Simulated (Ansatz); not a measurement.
System: sum formula SiHBr, net charge 0, singlet state. 
Geometry from a B3LYP-D3(BJ)/def2-TZVP (Ansatz, a program for electronic structure) optimisation:
```xyz
3

Si    -0.8792    -0.7820     1.0617
H     -1.8991    -1.2190     0.0169
Br     0.4059     0.3476    -0.4252
```

Computed values are from Ansatz. Correlated levels leave the core frozen unless marked. Open shells are spin-unrestricted. Spin-orbit coupling is left out. The frozen core is the preceding noble-gas configuration, with the filled d and f shells of earlier blocks. Non-relativistic. CBS marks a two-point X^-3 extrapolation of the correlation energy; Hartree-Fock from the larger set.

The Hartree-Fock reference is unstable (checked in the largest basis), which strains HF and MP2. 

What is the atomisation energy De at CCSD(T)/CBS(def2-TZVPPD,def2-QZVPPD)?

166.0 kcal/mol.

What is the vertical ionisation energy (to the doublet) at CCSD(T)/CBS(def2-TZVPPD,def2-QZVPPD)?

9.48 eV.

What is the total energy at CCSD(T)/CBS(def2-TZVPPD,def2-QZVPPD)?

-2862.3388 Eh.

What is the T1 diagnostic at CCSD/def2-QZVPPD?

0.015.

What is the dipole moment at CCSD(T)/def2-SVPD?

1.20 D.
